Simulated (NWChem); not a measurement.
System: ZnClF; SMILES [F][Zn][Cl]

Output (shortened):

```
             Northwest Computational Chemistry Package (NWChem) 7.3.0
             --------------------------------------------------------

 CS  symmetry detected

                             Geometry "geometry" -> ""
                             -------------------------

 Output coordinates in angstroms (scale by  1.889725989 to convert to a.u.)

  No.       Tag          Charge          X              Y              Z
 ---- ---------------- ---------- -------------- -------------- --------------
    1 Zn                  30.0000     0.39339235     0.39536247     0.00000000
    2 F                    9.0000    -0.79729796     1.63956443     0.00000000
    3 Cl                  17.0000    -0.27212287    -1.56570318     0.00000000

 Effective nuclear repulsion energy (a.u.)     238.2117979468

      Symmetry information
      --------------------

 Group name             Cs
 Group number              2
 Group order               2
 No. of unique centers     3

                                Z-matrix (autoz)
                                --------

 Units are Angstrom for bonds and degrees for angles

      Type          Name      I     J     K     L     M      Value
      ----------- --------  ----- ----- ----- ----- ----- ----------
    1 Stretch                  1     2                       1.72214
    2 Stretch                  1     3                       2.07092
    3 Bend                     2     1     3               117.51362

                           NWChem Geometry Optimization
                           ----------------------------

 maximum gradient threshold         (gmax) =   0.000450
 rms gradient threshold             (grms) =   0.000300
 maximum cartesian step threshold   (xmax) =   0.001800
 rms cartesian step threshold       (xrms) =   0.001200
 fixed trust radius                (trust) =   0.300000
 source of zmatrix                         =   autoz

          -------------------
          Energy Minimization
          -------------------

 Using diagonal initial Hessian
 Scaling for Hessian diagonals: bonds = 1.00  angles = 0.25  torsions = 0.10

          --------
          Step   0

                                 NWChem DFT Module
                                 -----------------

 Summary of "ao basis" -> "ao basis" (spherical)
 ------------------------------------------------------------------------------
       Tag                 Description            Shells   Functions and Types
 ---------------- ------------------------------  ------  ---------------------
 Zn                          6-31g*                 12       34   5s4p2d1f
 F                           6-31g*                  6       14   3s2p1d
 Cl                          6-31g*                  8       18   4s3p1d

      Symmetry analysis of basis
      --------------------------

        a'         46
        a"         20

            General Information
            -------------------
          SCF calculation type: DFT
          Wavefunction type:  closed shell.
          No. of atoms     :     3
          No. of electrons :    56
           Alpha electrons :    28
            Beta electrons :    28
          Charge           :     0
          Spin multiplicity:     1
          Use of symmetry is: on ; symmetry adaption is: on
          Maximum number of iterations: 150
          AO basis - number of functions:    66
                     number of shells:    26
          Convergence on energy requested:  1.00D-06
          Convergence on density requested:  1.00D-05
          Convergence on gradient requested:  5.00D-04

              XC Information
              --------------
                         B3LYP Method XC Potential
                     Hartree-Fock (Exact) Exchange  0.200
                        Slater Exchange Functional  0.800 local
                    Becke 1988 Exchange Functional  0.720 non-local
              Lee-Yang-Parr Correlation Functional  0.810
                  VWN I RPA Correlation Functional  0.190 local

             Grid Information
             ----------------
          Grid used for XC integration:  medium
          Radial quadrature: Mura-Knowles
          Angular quadrature: Lebedev.
          Tag              B.-S. Rad. Rad. Pts. Rad. Cut. Ang. Pts.
          ---              ---------- --------- --------- ---------
          Zn                  1.35      112           8.0       590
          F                   0.50       49           9.0       434
          Cl                  1.00       88           9.0       590
          Grid pruning is: on
          Number of quadrature shells:   249
          Spatial weights used:  Erf1

      Superposition of Atomic Density Guess
      -------------------------------------

 Sum of atomic energies:       -2336.30400245

      Non-variational initial energy
      ------------------------------

 Total energy =   -2336.462224
 1-e energy   =   -3734.408514
 2-e energy   =    1159.734492
 HOMO         =      -0.448162
 LUMO         =      -0.103006

      Symmetry analysis of molecular orbitals - initial
      -------------------------------------------------

  Numbering of irreducible representations:

     1 a'          2 a"

  Orbital symmetries:

     1 a'          2 a'          3 a'          4 a'          5 a'
     6 a"          7 a'          8 a'          9 a'         10 a'
    11 a"         12 a'         13 a'         14 a'         15 a"
    16 a'         17 a'         18 a'         19 a'         20 a"
    21 a'         22 a"         23 a'         24 a"         25 a'
    26 a'         27 a"         28 a'         29 a'         30 a"
    31 a'         32 a'         33 a'         34 a"         35 a'
    36 a'         37 a'         38 a"

   convergence    iter        energy       DeltaE   RMS-Dens  Diis-err
 ---------------- ----- ----------------- --------- --------- ---------
 d= 0,ls=0.0,diis     1  -2339.0869641726 -2.58D+03  2.99D-02  7.82D-01
 d= 0,ls=0.0,diis     2  -2338.4550166556  6.32D-01  1.98D-02  7.41D+00
 d= 0,ls=0.0,diis     3  -2339.1841745946 -7.29D-01  5.34D-03  5.05D-02
 d= 0,ls=0.0,diis     4  -2339.1887056931 -4.53D-03  2.32D-03  2.38D-02
 d= 0,ls=0.0,diis     5  -2339.1925680281 -3.86D-03  2.23D-04  6.25D-04
  Resetting Diis
 d= 0,ls=0.0,diis     6  -2339.1926115478 -4.35D-05  7.08D-05  1.14D-04
 d= 0,ls=0.0,diis     7  -2339.1926181583 -6.61D-06  4.52D-05  4.63D-06
 d= 0,ls=0.0,diis     8  -2339.1926182181 -5.98D-08  2.13D-05  6.62D-06
 d= 0,ls=0.0,diis     9  -2339.1926187228 -5.05D-07  5.23D-06  3.67D-07

         Total DFT energy =    -2339.192618722826
      One electron energy =    -3732.733508386759
           Coulomb energy =     1265.408264973672
    Exchange-Corr. energy =     -110.079173256562
 Nuclear repulsion energy =      238.211797946823

 Numeric. integr. density =       55.999994340743

                  Occupations of the irreducible representations
                  ----------------------------------------------

                     irrep           alpha         beta
                     --------     --------     --------
                     a'               21.0         21.0
                     a"                7.0          7.0

                       DFT Final Molecular Orbital Analysis
                       ------------------------------------

 Vector   26  Occ=2.000000D+00  E=-3.404942D-01  Symmetry=a'
              MO Center= -3.3D-01,  1.5D-01, -1.7D-14, r^2= 3.3D+00
   Bfn.  Coefficient  Atom+Function         Bfn.  Coefficient  Atom+Function
  ----- ------------  ---------------      ----- ------------  ---------------
    38      0.426767  2 F  py                55      0.393876  3 Cl px
    42      0.298431  2 F  py                22      0.205717  1 Zn d  2
    59      0.206178  3 Cl px                56      0.203138  3 Cl py
    51     -0.156260  3 Cl px                11      0.141085  1 Zn px
    12     -0.128234  1 Zn py                37      0.122588  2 F  px

 Vector   27  Occ=2.000000D+00  E=-3.155437D-01  Symmetry=a"
              MO Center= -2.8D-01, -1.2D+00,  3.8D-15, r^2= 2.0D+00
   Bfn.  Coefficient  Atom+Function         Bfn.  Coefficient  Atom+Function
  ----- ------------  ---------------      ----- ------------  ---------------
    57      0.679237  3 Cl pz                61      0.382685  3 Cl pz
    53     -0.266900  3 Cl pz                39     -0.187752  2 F  pz
    19      0.143806  1 Zn d -1              43     -0.142354  2 F  pz
    24      0.067553  1 Zn d -1              13      0.057632  1 Zn pz

 Vector   28  Occ=2.000000D+00  E=-3.090045D-01  Symmetry=a'
              MO Center= -2.7D-01, -1.0D+00,  1.7D-15, r^2= 2.4D+00
   Bfn.  Coefficient  Atom+Function         Bfn.  Coefficient  Atom+Function
  ----- ------------  ---------------      ----- ------------  ---------------
    55      0.522784  3 Cl px                56     -0.408212  3 Cl py
    59      0.289415  3 Cl px                38     -0.246845  2 F  py
    51     -0.204298  3 Cl px                60     -0.202087  3 Cl py
    18      0.191208  1 Zn d -2              42     -0.178070  2 F  py
    52      0.159517  3 Cl py                23      0.094175  1 Zn d -2

[...]

      ----------------------
      Optimization converged
      ----------------------

  Step       Energy      Delta E   Gmax     Grms     Xrms     Xmax
  ---- ---------------- -------- -------- -------- -------- --------
@    6   -2339.22406523 -5.5D-08  0.00000  0.00000  0.00030  0.00073
                                     ok       ok       ok       ok

                                Z-matrix (autoz)
                                --------

 Units are Angstrom for bonds and degrees for angles

      Type          Name      I     J     K     L     M      Value     Gradient
      ----------- --------  ----- ----- ----- ----- ----- ---------- ----------
    1 Stretch                  1     2                       1.71064   -0.00000
    2 Stretch                  1     3                       2.08069   -0.00000
    3 Bend                     2     1     3               179.98402   -0.00000

                         Geometry "geometry" -> "geometry"
                         ---------------------------------

 Output coordinates in angstroms (scale by  1.889725989 to convert to a.u.)

  No.       Tag          Charge          X              Y              Z
 ---- ---------------- ---------- -------------- -------------- --------------
    1 Zn                  30.0000    -0.24306808     0.27847613     0.00000000
    2 F                    9.0000    -0.49154255     1.97097695     0.00000000
    3 Cl                  17.0000     0.05858215    -1.78022936     0.00000000

 Effective nuclear repulsion energy (a.u.)     234.5852853862

      Symmetry information
      --------------------

 Group name             Cs
 Group number              2
 Group order               2
 No. of unique centers     3

                Final and change from initial internal coordinates
                --------------------------------------------------

                                Z-matrix (autoz)
                                --------

 Units are Angstrom for bonds and degrees for angles

      Type          Name      I     J     K     L     M      Value       Change
      ----------- --------  ----- ----- ----- ----- ----- ---------- ----------
    1 Stretch                  1     2                       1.71064   -0.01150
    2 Stretch                  1     3                       2.08069    0.00977
    3 Bend                     2     1     3               179.98402   62.47040

 ==============================================================================
                                internuclear distances
 ------------------------------------------------------------------------------
       center one      |      center two      | atomic units |  angstroms
 ------------------------------------------------------------------------------
    2 F                |   1 Zn               |     3.23265  |     1.71064
    3 Cl               |   1 Zn               |     3.93193  |     2.08069
 ------------------------------------------------------------------------------
                         number of included internuclear distances:          2
 ==============================================================================

[second-derivative integrals and response iterations left out]

  Vibrational analysis via the FX method

  See chapter 2 in "Molecular Vibrations" by Wilson, Decius and Cross

  Vib: Default input used

 ---------------------------- Atom information ----------------------------
     atom    #        X              Y              Z            mass
 --------------------------------------------------------------------------
    Zn       1 -4.5933206D-01  5.2624358D-01  0.0000000D+00  6.3929100D+01
    F        2 -9.2888074D-01  3.7246064D+00  0.0000000D+00  1.8998400D+01
    Cl       3  1.1070421D-01 -3.3641457D+00  0.0000000D+00  3.4968850D+01
 --------------------------------------------------------------------------

[unprojected Hessian and modes left out]

        Vibrational analysis via the FX method
  --- with translations and rotations projected out ---
  --- via the Eckart algorithm                      ---
 Projected Nuclear Hessian trans-rot subspace norm:6.0608D-35
                         (should be close to zero!)

[projected Hessian left out]

 Rotational Constants
 --------------------
 A= ********** cm-1  (********** K)
 B=   0.087239 cm-1  (  0.125515 K)
 C=   0.087239 cm-1  (  0.125515 K)

 Temperature                      =   298.15K
 frequency scaling parameter      =   1.0000

 Zero-Point correction to Energy  =    1.816 kcal/mol  (  0.002894 au)
 Thermal correction to Energy     =    4.285 kcal/mol  (  0.006829 au)
 Thermal correction to Enthalpy   =    4.877 kcal/mol  (  0.007773 au)

 Total Entropy                    =   53.514 cal/mol-K
   - Translational                =   40.191 cal/mol-K (mol. weight = 117.8963)
   - Rotational                   =    8.931 cal/mol-K (symmetry #  =        1)
   - Vibrational                  =    4.393 cal/mol-K

 Cv (constant volume heat capacity) =   10.084 cal/mol-K
   - Translational                  =    2.979 cal/mol-K
   - Rotational                     =    2.979 cal/mol-K
   - Vibrational                    =    4.125 cal/mol-K

[normal modes left out]

 ----------------------------------------------------------------------------
 Normal Eigenvalue ||           Projected Infra Red Intensities
  Mode   [cm**-1]  || [atomic units] [(debye/angs)**2] [(KM/mol)] [arbitrary]
 ------ ---------- || -------------- ----------------- ---------- -----------
    1       -0.000 ||    0.000000           0.000         0.000       0.000
    2       -0.000 ||    0.000002           0.000         0.002       0.001
    3        0.000 ||    0.010502           0.242        10.238       7.326
    4        0.000 ||    0.010209           0.236         9.953       7.122
    5        0.000 ||    0.004107           0.095         4.003       2.865
    6        0.000 ||    0.000004           0.000         0.004       0.003
    7      112.978 ||    0.024812           0.572        24.187      17.309
    8      411.176 ||    0.011745           0.271        11.450       8.193
    9      746.877 ||    0.067631           1.560        65.930      47.180
 ----------------------------------------------------------------------------
```

Level: B3LYP/6-31G* (spherical d). 

Task: Which NWChem input produces such a log?

Result: This is not unique; one that fits is the input that was run:
```
start job
memory heap 200 mb stack 900 mb global 1100 mb
geometry units angstroms
  Zn     0.443260    -0.292322     0.115366
  F      1.256212     0.336021    -1.266689
  Cl    -1.490967     0.359253     0.465944
end
basis spherical
  * library 6-31g*
end
dft
  xc b3lyp
  iterations 150
end
driver
  maxiter 120
end
task dft optimize
task dft freq
```
